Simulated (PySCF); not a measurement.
Consider [Se2]-, ([Se2]-•, doublet). Numbering: `[Se:1][Se-:2]`

Computed at PBE0-D3(BJ)/ma-def2-SVP // BP86-D3(BJ)/ma-def2-SVP with PySCF (density fitting, grid level 2). The prefix ma- adds one diffuse s and one diffuse p function on all atoms but H. Zero-point and thermal terms (298.15 K, 1 bar) come from unscaled GFN2-xTB harmonic frequencies, with soft modes damped to free rotors in the entropy. These were taken at the GFN2-xTB minima.

(1) What are the vertical and the adiabatic detachment energy for forming the triplet neutral?

(2) Where does the unpaired spin of the relaxed triplet neutral sit?

(3) What oxidation potential follows in water (IEF-PCM), given that Fc+/Fc comes at 4.45 V absolute with this functional and basis?

Answers

(1) 2.10 eV vertical and 1.89 eV adiabatic, the latter with zero-point energy.

(2) Se2 (selenium) 1.00, Se1 (selenium) 1.00 (intrinsic atomic orbital populations).

(3) In the gas phase ΔG of oxidation is 1.884 eV, and solvation is -230.7 kJ/mol for the parent and -1.8 kJ/mol for the product, so the absolute potential is 4.26 V, or -0.20 V against Fc+/Fc. Fc+/Fc in water, 4.45 V, is PBE0-D3(BJ)/ma-def2-SVP on PBE0-D3(BJ)/def2-SVP structures with GFN2-xTB thermal terms. Benchmark calculations put it near 5.0 V in acetonitrile and DMSO, so it is about 0.5 V low, and the value against it can read up to that much too high. The solvent is electrostatics only, on gas-phase structures; the absolute scale refers to an electron at rest in vacuum.

Known limits: an optimisation stopped short of convergence; ma-def2-SVP is a small basis, whose errors can reach tens of kJ/mol; spin-orbit coupling is left out of the energies, which matters for open shells on the heavier atoms; atoms from Ga to Kr are treated without relativity.

Differences come from unrounded values, so a last digit can differ from that of the printed terms.
